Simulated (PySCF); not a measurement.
CH₄ClFO₂Si.

```xyz
10

C     -2.1495    -0.4629     1.0020
O     -1.2171     0.5313     0.6563
Si     0.3030     0.2946     0.1448
O      1.2027    -0.3626     1.3398
F      0.8818     1.7242    -0.2927
Cl     0.3518    -0.9045    -1.5174
H     -1.8355    -1.0092     1.9067
H     -2.2884    -1.1872     0.1815
H     -3.1138     0.0240     1.2039
H      2.0909    -0.6653     1.1300
```

The structure is a stationary point at PBE0-D3(BJ)/def2-SVP. The values are those of a single conformer.

All values below come from PBE0/pcSseg-1 in PySCF. Non-relativistic, no solvent.

Computed absolute GIAO shielding of each atom: isotropic value and principal components (ppm):
| atom | σ(iso) | σ11 | σ22 | σ33 | span |
|---|---|---|---|---|---|
| C1 | 131.8 | 104.7 | 106.8 | 183.7 | 79.0 |
| O2 | 298.6 | 227.5 | 309.2 | 359.0 | 131.4 |
| Si3 | 413.0 | 395.8 | 405.8 | 437.4 | 41.6 |
| O4 | 265.8 | 228.9 | 254.9 | 313.5 | 84.6 |
| F5 | 305.3 | 260.1 | 264.8 | 391.1 | 131.0 |
| Cl6 | 921.6 | 817.8 | 876.6 | 1070.3 | 252.5 |
| H7 | 27.5 | 23.0 | 25.4 | 34.2 | 11.2 |
| H8 | 27.6 | 22.7 | 26.5 | 33.4 | 10.7 |
| H9 | 27.5 | 23.2 | 24.9 | 34.4 | 11.3 |
| H10 | 29.0 | 21.3 | 23.8 | 41.8 | 20.4 |
